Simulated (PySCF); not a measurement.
# Calculated NMR parameters of C/C=C1\C[SiH2][C@H]1C(F)F

```
Formula                               : C6H10F2Si
SMILES                                : C/C=C1\C[SiH2][C@H]1C(F)F
Point group of the computed structure : C1
Degrees of unsaturation               : 2
Carbon signals                        : 6
Proton signals                        : 8
```

Molfile (atoms numbered from 1):
```
C6H10F2Si
     RDKit          3D

 19 19  0  0  0  0  0  0  0  0999 V2000
    2.6905    0.6608    0.0356 C   0  0  0  0  0  0  0  0  0  0  0  0
    1.3128    0.6862   -0.5423 C   0  0  0  0  0  0  0  0  0  0  0  0
    0.3152   -0.0940   -0.1665 C   0  0  0  0  0  0  0  0  0  0  0  0
    0.2826   -1.1885    0.8772 C   0  0  0  0  0  0  0  0  0  0  0  0
   -1.5092   -1.6464    0.3760 Si  0  0  0  0  0  4  0  0  0  0  0  0
   -1.0999   -0.1069   -0.7128 C   0  0  1  0  0  0  0  0  0  0  0  0
   -1.8609    1.1409   -0.3405 C   0  0  0  0  0  0  0  0  0  0  0  0
   -1.9500    1.2753    1.0104 F   0  0  0  0  0  0  0  0  0  0  0  0
   -3.1469    1.0811   -0.7830 F   0  0  0  0  0  0  0  0  0  0  0  0
    2.7500   -0.0242    0.8765 H   0  0  0  0  0  0  0  0  0  0  0  0
    2.9729    1.6579    0.3719 H   0  0  0  0  0  0  0  0  0  0  0  0
    3.4108    0.3512   -0.7218 H   0  0  0  0  0  0  0  0  0  0  0  0
    1.1524    1.4092   -1.3336 H   0  0  0  0  0  0  0  0  0  0  0  0
    1.0568   -1.9405    0.7320 H   0  0  0  0  0  0  0  0  0  0  0  0
    0.3996   -0.7937    1.8862 H   0  0  0  0  0  0  0  0  0  0  0  0
   -2.5531   -1.4694    1.3752 H   0  0  0  0  0  0  0  0  0  0  0  0
   -1.6627   -2.8634   -0.4195 H   0  0  0  0  0  0  0  0  0  0  0  0
   -1.1472   -0.2013   -1.7990 H   0  0  0  0  0  0  0  0  0  0  0  0
   -1.4236    2.0750   -0.7295 H   0  0  0  0  0  0  0  0  0  0  0  0
  1  2  1  0
  2  3  2  0
  3  4  1  0
  4  5  1  0
  5  6  1  0
  6  7  1  0
  7  8  1  0
  7  9  1  0
  6  3  1  0
  1 10  1  0
  1 11  1  0
  1 12  1  0
  2 13  1  0
  4 14  1  0
  4 15  1  0
  5 16  1  0
  5 17  1  0
  6 18  1  6
  7 19  1  0
M  END
```

How the numbers were obtained: GIAO PBE0/pcSseg-1 shieldings, geometry from GFN2-xTB, in PySCF 2.14.0 with density-fitted response routines (one conformer, non-relativistic, in vacuum, fast rotation and ring inversion assumed for equivalent nuclei).

Chemical shifts δ = σref − σ; TMS for 1H (31.72 ppm), 13C (186.93 ppm), 29Si (349.16 ppm); 19F (170.95 ppm) against CFCl3, all at this level.

| carbon | δC, type | δH (multiplicity) | HMBC from (2–3 bonds) | span of the C tensor (ppm) |
| --- | --- | --- | --- | --- |
| C1 | 17.1, CH3 | 1.82 (d) | H13 | 29 |
| C2 | 131.6, CH | 5.77 (q) | H18, H15, H14, H10/H11/H12 | 207 |
| C3 | 141.1, C | – | H19, H13, H16, H17, H18, H15, H14, H10/H11/H12 | 196 |
| C4 | 16.8, CH2 | H14 2.14 (m); H15 2.31 (m) | H13, H16, H17, H18 | 32 |
| C6 | 44.1, CH | 2.78 (m) | H19, H13, H16, H17, H15, H14 | 31 |
| C7 | 125.2, CH | 6.28 (m) | H16, H17, H18 | 30 |

Other nuclei:
```
atoms  nucleus                                                environment  δ (ppm)  σ (ppm)
  H16       1H  hydrogen on a silicon bonded to 2 C, in a 4-membered ring     4.87    26.84
  H17       1H  hydrogen on a silicon bonded to 2 C, in a 4-membered ring     4.63    27.08
   F9      19F                                    fluorine of a CF2 group   -125.3    296.3
   F8      19F                                    fluorine of a CF2 group   -137.0    308.0
  Si5     29Si           silicon bonded to 2 C, 2 H, in a 4-membered ring    -48.5    397.7
```

1. Carbon types of the structure: 1 × C, 3 × CH, 1 × CH2, 1 × CH3, leaving 2 H on heteroatoms.
2. δC 141.1: fully substituted alkene carbon; the olefinic region.
3. δC 131.6: alkene CH; an sp2 carbon of a C=C bond.
4. δC 125.2: sp3 CH bonded to 2 F; 2 electronegative neighbours deshield it.
5. δC 17.1: allylic methyl carbon; a saturated carbon with 1 carbon neighbour and no heteroatom attached.
6. δH 5.77: hydrogen on an alkene CH; a vinylic proton, deshielded by the sp2 carbon and the C=C anisotropy.

Splittings by 19F in the carbon and heteronuclear signals aren't shown, as no couplings were computed. Shifts are as computed. Against solution values, carbons near 30 ppm lie about +3 ppm off and those near 130 ppm about +5 ppm. Of 1211 compounds with measured shifts, 218 miss one by over three times the rms of a fit or turn the order of signals round; such compounds aren't used in these exercises. Unscaled 19F shifts against computed CFCl3 carry errors that often reach 10 to 50 ppm. Multiplicities follow the n + 1 count of equivalent neighbours, as no J values were calculated; m marks all less simple cases, F and P coupling included.
